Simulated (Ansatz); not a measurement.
Li₈Cl₈ (started as a model of: 2x2x4 LiCl rock-salt block). Charge 0, multiplicity 3. Geometry PBE0-D4/def2-SVP, that of the neutral singlet.

```xyz
16

Li    0.456    0.377   -3.617
Cl   -0.116   -1.087   -1.934
Li   -0.547   -1.873    0.245
Cl   -1.094   -3.174    2.138
Cl   -0.969    2.138   -3.215
Li   -1.238    0.977   -1.175
Cl   -2.076   -0.014    0.790
Li   -2.085   -1.195    2.768
Cl    2.485    1.173   -2.879
Li    1.750    0.143   -0.886
Cl    1.594   -1.039    1.146
Li    0.642   -1.957    3.032
Li    0.987    2.774   -2.182
Cl    0.598    2.140   -0.003
Li    0.034    0.753    1.816
Cl   -0.422   -0.137    3.956
```

At PBE-D4/def2-TZVP the gap within one spin of the charge 0 triplet nearly closes, so an electron or hole may be smeared out by delocalisation error. At PBE0-D4/def2-TZVP a singlet of charge 0 lies 7.01 eV below the triplet at the same geometry.

Problem. Estimate the α-spin orbital energies around the gap (eV) in Ansatz with PBE-D4/def2-TZVP, PBE0-D4/def2-TZVP.

Solution. 
| orbital | PBE-D4/def2-TZVP | PBE0-D4/def2-TZVP |
| --- | --- | --- |
| HOMO−5 | -8.24 | -9.35 |
| HOMO−4 | -8.21 | -9.33 |
| HOMO−3 | -8.21 | -9.31 |
| HOMO−2 | -8.14 | -9.24 |
| HOMO−1 | -8.14 | -9.09 |
| HOMO | -1.84 | -2.14 |
| LUMO | -1.62 | -0.89 |
| LUMO+1 | -1.18 | -0.86 |
| LUMO+2 | -1.18 | -0.34 |
| LUMO+3 | -0.64 | -0.07 |
| LUMO+4 | -0.55 | -0.06 |
| LUMO+5 | -0.55 | 0.06 |
| β HOMO | -7.99 | -9.08 |
| β LUMO | -7.99 | -8.25 |
